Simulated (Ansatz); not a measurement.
C$_{2}$H$_{6}$OSi, SMILES `C[SiH2]C=O`. Total charge 0; spin multiplicity 1. The structure was optimised at the PBE0-D4/def2-TZVP level. It is one conformer, not always the lowest.

```xyz
10

C     0.713    0.177   -1.244
Si    0.289    0.388    0.555
C    -1.259   -0.675    0.982
O    -1.821   -1.350    0.155
H    -0.127    0.486   -1.870
H     0.924   -0.872   -1.462
H     1.587    0.771   -1.516
H    -0.043    1.797    0.908
H     1.384   -0.057    1.462
H    -1.648   -0.665    2.030
```

(1) What is the dipole moment at r2SCAN/def2-TZVPP? (Best estimate.)

(2) And with PBE, B3LYP, ωB97M-V? (An estimate is asked.)

(3) Give the Mulliken charges with r2SCAN, B3LYP, ωB97M-V in def2-TZVPP. (An estimate is asked.)

Answers

(1) Computed: 1.84 D, with components (1.38, 1.16, 0.36) D in this frame, pointing from negative to positive charge.

(2) Ansatz gave: PBE 1.73 D, B3LYP 1.93 D, ωB97M-V 1.94 D.

(3) Ansatz gave: 
```csv
atom,r2SCAN,B3LYP,ωB97M-V
C1,-0.29,-0.37,-0.44
Si2,0.31,0.32,0.25
C3,0.14,0.06,0.05
O4,-0.28,-0.25,-0.26
H5,0.09,0.11,0.13
H6,0.09,0.11,0.13
H7,0.08,0.11,0.12
H8,-0.07,-0.07,-0.03
H9,-0.07,-0.07,-0.03
H10,0.02,0.05,0.07
```

B3LYP here is the variant with VWN-RPA as its local correlation; programs differ in this.
